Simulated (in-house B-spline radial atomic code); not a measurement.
Values are calculated unless marked as measured or tabulated.
Correlation energy from the adiabatic connection: ω²r²/2, ω = 1.85

Two electrons in a singlet, external potential ω²r²/2, ω = 1.85 (atomic units). Full CI in B-splines (partial waves to l = 8, correlation up to 0.6 % small) with the density held fixed gives W(λ) = <V_ee>_λ − U, and E_c is the integral of W(λ) − W(0) from 0 to 1.

```
   λ  W(λ) − W(0) (hartree)
   0                0.00000
0.02               -0.00199
0.05               -0.00495
0.12               -0.01169
0.25               -0.02365
 0.4               -0.03661
 0.6               -0.05261
 0.8               -0.06728
   1               -0.08077
```

(1) Integrate the table by the trapezoid rule.

(2) Now use only three numbers: W(0) = -1.0327, the initial slope W'(0) = -0.1001 (extrapolated from the first points) and the strong-coupling limit of the point-charge-plus-continuum model, W∞ = -1.4103. What do second-order theory and the interpolation W(λ) = W∞ + (W(0) − W∞)/√(1 + 2χλ) of Seidl, Perdew and Levy give?

Results:

(1) The strips give -0.00002, -0.00010, -0.00058, -0.00230, -0.00452, -0.00892, -0.01199, -0.01480, which sum to -0.04324 hartree. The direct value, W(1) − W(0) + T_c with T_c = 0.03745, is -0.04332; the curve is convex, so chords lie above it and the trapezoids fall short in size by 0.19 %.

(2) Second order keeps the slope alone: E_c = W'(0)/2 = -0.05005, +16 % in size against -0.04332. Matching the slope fixes χ = W'(0)/(W∞ − W(0)) = -0.1001/(-0.37760) = 0.26510. Integrating, with s = √(1 + 2χ) = 1.237009, E_c = −(W(0) − W∞)(s − 1)/(s + 1) = −0.37760 × 0.237009/2.237009 = -0.04001 hartree, -7.7 % in size against the full result. At λ = 1 the formula gives W − W(0) = -0.07235 against -0.08077. Part of the miss can come from the model's W∞.
